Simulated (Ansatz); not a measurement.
Cartesian coordinates in Å:
```
O 0.460 1.151 1.498
Si 0.296 1.463 -0.124
N 0.378 -0.065 -0.904
Si -0.371 -1.522 -0.422
O -0.841 -1.392 1.120
Cl -2.028 -1.977 -1.515
Cl 0.952 -3.048 -0.727
H 0.082 1.794 2.100
H -0.998 2.168 -0.307
H 1.404 2.292 -0.658
H 1.009 -0.126 -1.689
H -0.342 -0.737 1.629
```

Charge 0, multiplicity 1.

Problem. List the ωB97M-V/def2-TZVPP orbital energies in eV (Ansatz 0.2.0). (Best estimate.)

Solution. Ansatz gave: Occupied: -2771.90, -2771.84, -1809.25, -1808.11, -526.87, -526.38, -394.64, -262.32, -262.26, -199.78, -199.72, -199.67, -199.66, -199.60, -199.60, -150.03, -149.05, -104.18, -104.15, -104.14, -103.20, -103.17, -103.14, -31.69, -31.25, -27.18, -26.02, -25.52, -19.19, -18.44, -17.20, -16.50, -15.37, -14.44, -14.29, -13.71, -13.43, -12.86, -12.54, -12.22, -11.90, -11.85, -11.55, -11.17, -10.58. Lowest empty: 1.49, 2.01, 2.89, 3.04, 3.34, 3.58, 3.82, 4.23.
